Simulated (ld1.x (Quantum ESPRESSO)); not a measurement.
## Cr (Z = 24): excitation energies, all-electron against TM

```
Element                 : chromium
Generator               : ld1.x (Quantum ESPRESSO) 7.5
Type                    : norm-conserving Troullier–Martins (Kleinman–Bylander form)
Functional              : PBE
Relativity              : scalar-relativistic
Frozen core             : [Ar]
Valence charge          : 6
Reference configuration : 3d5 4s0.5 4p0.5
Partial waves           : 4s (bound): rc 2.25 bohr; 4p (bound): rc 1.30 bohr; 3d (bound): rc 1.80 bohr
Local potential         : all-electron potential smoothed inside 1.15 bohr (lloc = -2)
Core correction         : none
```

Energies are relative to the spin-unpolarised reference configuration 3d5 4s0.5 4p0.5; without spin polarisation the order of configurations can differ from experiment. The frozen-core shift is the all-electron ΔE with the core orbitals held at their reference shape minus the fully relaxed ΔE.

Problem. Give the all-electron excitation energy and the error of the potential for: 3d5 4s1 4p0; 3d5 4s0 4p0; 3d4 4s0 4p0; 3d5 4s0.5 4p0; 3d5 4s0 4p1; 3d6 4s0 4p0; 3d2 4s0 4p0.

Solution.

```tsv
valence configuration	charge	ΔE all-electron (eV)	error AE − PS (meV)	frozen-core shift (meV)
3d5 4s1 4p0	0	-1.534	+42	+0.2
3d5 4s0 4p0	+1	5.367	+61	+4.2
3d4 4s0 4p0	+2	21.420	+105	+106
3d5 4s0.5 4p0	+0.5	1.173	+44	+0.7
3d5 4s0 4p1	0	1.587	+78	+0.5
3d6 4s0 4p0	0	0.198	+26	+22
3d2 4s0 4p0	+4	100.529	-437	+3302
```

Levels in the configuration 3d5 4s0.5 4p0:

```
level  all-electron (eV)  pseudo (eV)
   3d             -6.205       -6.198
   4s             -6.863       -6.850
```

These tests converged, but a pseudo level misses the all-electron one widely, so the file describes the atom poorly there or has found another state: 3d2 4s0 4p0: empty 4p by 3.4 eV (a node warning on the way).

A Bessel basis up to 400 Ry misses an occupied level by 0.03 Ry, so cutoffs were not judged. Note: ghost state, extra bound levels that the all-electron valence spectrum of the same l lacks: s at -35.9 eV (other channels not judged).
